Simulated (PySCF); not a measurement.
C2H5OPSi.
InChI=1S/C2H5OPSi/c3-1-4-2-5/h2H2,5H3

Computed, not measured: EOM-IP-CCSD/aug-cc-pVDZ in PySCF, restricted Hartree–Fock reference, frozen core, non-relativistic, gas phase, PBE0-D3(BJ)/def2-SVP geometry.

Hartree–Fock orbital energies give these Koopmans values (eV): HOMO 8.76, HOMO-1 11.13, HOMO-2 13.01, HOMO-3 13.08, HOMO-4 13.88, HOMO-5 15.05, HOMO-6 16.61, HOMO-7 17.32.

Q: What vertical ionisation energies does EOM-IP-CCSD give?

A: 
| leading hole (HF orbital) | Koopmans (eV) | EOM-IP-CCSD (eV) | change (eV) | one-hole share |
| --- | --- | --- | --- | --- |
| HOMO | 8.76 | 8.49 | -0.27 | 0.96 |
| HOMO-1 | 11.13 | 10.48 | -0.65 | 0.95 |
| HOMO-2 | 13.01 | 12.13 | -0.88 | 0.94 |
| HOMO-3 | 13.08 | 12.32 | -0.76 | 0.95 |
| HOMO-4 | 13.88 | 12.79 | -1.09 | 0.93 |
| HOMO-5 | 15.05 | 13.72 | -1.33 | 0.93 |
| HOMO-6 | 16.61 | 15.06 | -1.55 | 0.90 |
| HOMO-7 | 17.32 | 15.59 | -1.73 | 0.89 |

Q: Does the order of the lines follow the orbital energies?

A: Yes, no two lines change places. The corrections run from -1.73 to -0.27 eV, with a mean of -1.03 eV over the 8 lines; no line lies above its Koopmans value. Koopmans values leave out both the relaxation of the orbitals and the change in correlation energy.

Q: At what kinetic energies would He I light (21.22 eV) eject these electrons?

A: 12.73 eV (HOMO), 10.74 eV (HOMO-1), 9.09 eV (HOMO-2), 8.90 eV (HOMO-3), 8.43 eV (HOMO-4), 7.50 eV (HOMO-5), 6.16 eV (HOMO-6), 5.63 eV (HOMO-7).

Q: What total energy has the lowest final state, and which wavelength reaches it?

A: E(CCSD) + ionisation energy = -783.91046 + 0.31185 = -783.59861 Eh, at the geometry of the initial state. The threshold wavelength is 1239.84 eV nm/8.49 eV = 146.0 nm.

One root was sought for each valence orbital with −ε under 21 eV, eight at most, so deeper holes and satellites are missing; no vibrational structure.

Conformer computed: `[O:1]=[C:2]=[P:3][CH2:4][SiH3:5]`: C2–P3–C4–Si5 -62°.

One conformer stands for the species.
